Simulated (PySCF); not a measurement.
Identify the compound

The spectra below were simulated for a compound C$_{5}$H$_{9}$B$_{2}$N.

1H NMR (400 MHz, computed): δ 9.45 (br, 2H), 8.41 (dd, J = 6.8, 1.2 Hz, 2H), 7.25 (tt, J = 8.5, 1.2 Hz, 1H), 6.96 (dd, J = 8.5, 6.8 Hz, 2H), 3.96 (br, 2H).

13C{1H} NMR (computed): δ 139.7 (CH), 127.9 (CH), 120.0 (CH).

[PySCF 2.14: couplings computed with B3LYP/pcJ-1 (spin–dipole term only in couplings to heteroatoms); GIAO KT2/pcSseg-1 shieldings; PBE0-D3(BJ)/def2-SVP geometry; non-relativistic Hamiltonian; fast rotation and ring inversion assumed for equivalent nuclei; isolated molecule; single conformer]

Shifts are taken against calculated references (same method and geometry level): 1H (σref 31.18), 13C (σref 183.22) vs TMS.

Deduce the structure.

## Answers


3 carbon signals for 5 carbons: some carbons are equivalent by symmetry or fast rotation. Carbon types of the structure: 5 × CH, leaving 4 H on heteroatoms. δC 139.7: aromatic CH next to a ring nitrogen. δC 127.9, 120.0: aromatic CH. δH 9.45: hydrogen on a boron bonded to B. δH 8.41: hydrogen on an aromatic CH next to a ring nitrogen; ring current plus the neighbouring ring nitrogen. δH 7.25, 6.96: hydrogen on an aromatic CH; aromatic region. δH 3.96: hydrogen on a boron bonded to B, N. The protons at 6.96 and 7.25 share a coupling of 8.5 Hz (vicinal, an ortho-type coupling). The protons at 8.41 and 6.96 share a coupling of 6.8 Hz (vicinal, an ortho-type coupling).

The compound is SMILES c1[n+]([BH2-]B)cccc1.

The shifts were computed for this structure.

Hydrogens on boron are broadened and split by 11B (spin 3/2, 80 %) and 10B (spin 3). Multiplet labels drop couplings under 1 Hz and merge nearly equal ones. Couplings among chemically equivalent protons are left out too, so labels in AA′BB′ or AA′XX′ sets are apparent multiplicities. Unscaled 3J(H,H) at this level run about 10 % above measured values. Shifts are as computed. Against solution values, carbons near 30 ppm lie about +2 ppm off and those near 130 ppm about -5 ppm. Of 1313 compounds with measured shifts, 239 miss one by over three times the rms of a fit or turn the order of signals round; such compounds aren't used in these exercises. 3J across rotatable bonds or in flexible rings reflects this conformer alone.
